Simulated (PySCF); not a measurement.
Species: C7H11O (doublet state).
SMILES with atom numbers: `[H]/[C:1]=[C:2](/[O:3][CH3:4])[C@@H:5]([CH3:6])[CH:7]=[CH2:8]` (hydrogens: H9 on C1; H10, H11, H12 on C4; H13 on C5; H14, H15, H16 on C6; H17 on C7; H18, H19 on C8)

Structure used (GFN2-xTB), in Å, numbered top down from 1:
```
atom  x, y, z in Å
C1    -1.3955   -0.8242   -0.8959
C2    -0.7739   -0.1873    0.0445
O3    -1.2346    0.9178    0.7062
C4    -2.4637    1.4165    0.2406
C5     0.6336   -0.5414    0.5934
C6     0.9576   -2.0228    0.4624
C7     1.6022    0.3217   -0.1449
C8     2.0765    1.4652    0.3192
H9    -1.2340   -1.6562   -1.5335
H10   -2.6832    2.3038    0.8312
H11   -2.3995    1.6782   -0.8210
H12   -3.2587    0.6738    0.3689
H13    0.6062   -0.2487    1.6466
H14    1.0102   -2.3160   -0.5832
H15    0.1975   -2.6253    0.9537
H16    1.9201   -2.2294    0.9264
H17    1.8741   -0.0283   -1.1322
H18    1.8028    1.8346    1.2935
H19    2.7527    2.0772   -0.2531
```

The hyperfine couplings belong to this conformer and change with its torsions.

Computed, not measured: UKS B3LYP, pcH-1 on C H O, non-relativistic, mean-field spin-orbit, GIAO in PySCF. Geometry: GFN2-xTB, one conformer, isolated molecule. The geometry wasn't refined by DFT: couplings that depend on bond lengths, twists or pyramidal angles can differ widely from those at the functional's own minimum. Stability of the SCF solution: not tested.

What is the g tensor, term by term?

```
                    Δg (ppm)     1     2     3
relativistic mass correction  -149  -149  -149
            gauge correction    19    17    -3
   orbital Zeeman/spin–orbit  -136   363   644
                       total  -266   231   492
```

So g = 2.00205, 2.00255, 2.00281 and g_iso = 2.00247; the tensor is rhombic: the two nearest values differ by 34 % of g3 − g1. Axes: g2 points within 7° of the C2–O3 bond.

Average each term over the three axes. Which is largest in size?

The orbital-Zeeman/spin–orbit term 290, the mass correction -149 and the gauge correction 11 ppm, for a total of 152 ppm. The orbital-Zeeman/spin–orbit term is the largest in size. The mass correction is the same along every axis, so the anisotropy comes from the other two: their spans along these axes are 22 (gauge) and 780 ppm (orbital Zeeman/spin–orbit).

What effective moment and Curie constant follow for a powder?

With the mean of g² = 4.0099 and S(S+1) = 0.75: μ_eff = √(⟨g²⟩S(S+1)) = 1.734 μB and χT = 0.12505·⟨g²⟩·S(S+1) = 0.376 cm³ K/mol (cgs; spin-Hamiltonian part alone).

What are the electron Larmor frequencies g μB B/h along the three axes at 3350 mT?

93.8711, 93.8944, 93.9067 GHz for g1, g2 and g3, a range of 35.5 MHz.

In a frozen sample, at which fields do the three g values resonate at 9.5, 34, 94 and 263 GHz (hyperfine left aside), and which band first spreads them over more than twice a line width of 1.0 mT?

```json
{"band": "X", "GHz": "9.5", "B(g3) mT": "338.90", "B(g2) mT": "338.94", "B(g1) mT": "339.03", "spread mT": "0.13"}
{"band": "Q", "GHz": "34.0", "B(g3) mT": "1212.91", "B(g2) mT": "1213.06", "B(g1) mT": "1213.37", "spread mT": "0.46"}
{"band": "W", "GHz": "94.0", "B(g3) mT": "3353.33", "B(g2) mT": "3353.77", "B(g1) mT": "3354.60", "spread mT": "1.27"}
{"band": "J", "GHz": "263.0", "B(g3) mT": "9382.19", "B(g2) mT": "9383.41", "B(g1) mT": "9385.74", "spread mT": "3.55"}
```

The spread grows in proportion to the frequency. J band is the first where it exceeds 2.0 mT.

The Mulliken spin populations are largest on C1 (+1.03), C2 (-0.13) and C5 (+0.07). No atom but C1 exceeds +0.15. The positive populations add up to 1.16 and the negative ones to -0.16, together 2S = 1.

The HOMO–LUMO gaps are 6.46 eV among the α and 3.88 eV among the β orbitals.
